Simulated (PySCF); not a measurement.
**From computed data to an observable: chemical shift, span and skew from a shielding tensor**

H2MgOSe, SMILES [OH][Mg][SeH]. Atoms are numbered in the order given.

```xyz
5

Mg    -0.0046     1.2090     0.0000
O      0.0055     2.9615     0.0000
H     -0.0061     3.9077     0.0000
Se    -0.0415    -1.2027     0.0000
H      1.4295    -1.2153     0.0000
```

Geometry optimised at PBE0-D3(BJ)/def2-TZVP. The geometry has at least one imaginary mode, so it is a saddle point at that level. The values are those of a single conformer.

GIAO shieldings from PySCF with PBE0/pcSseg-2, non-relativistic, no solvent. The symmetric part of the tensor of Se4 has the principal values 2281.2, 2404.9, 2863.3 ppm. The same nucleus in Me2Se has σ = 1739.2 ppm at this level (PySCF, at its B3LYP-D3(BJ)/def2-TZVP geometry).

Q: Work out the isotropic shielding, the ⁷⁷Se shift against Me2Se, the span and the skew.

A: 
σ(iso) = (σ11 + σ22 + σ33)/3 = 2516.5 ppm. δ = σ(ref) − σ(iso) = 1739.2 − (2516.5) = -777.3 ppm.
Span Ω = σ33 − σ11 = 582.1 ppm. Skew κ = 3(σ(iso) − σ22)/Ω = 0.57. Tumbling in solution averages the tensor to δ; in a static solid the shielding alone would spread this spin-1/2 line over Ω.
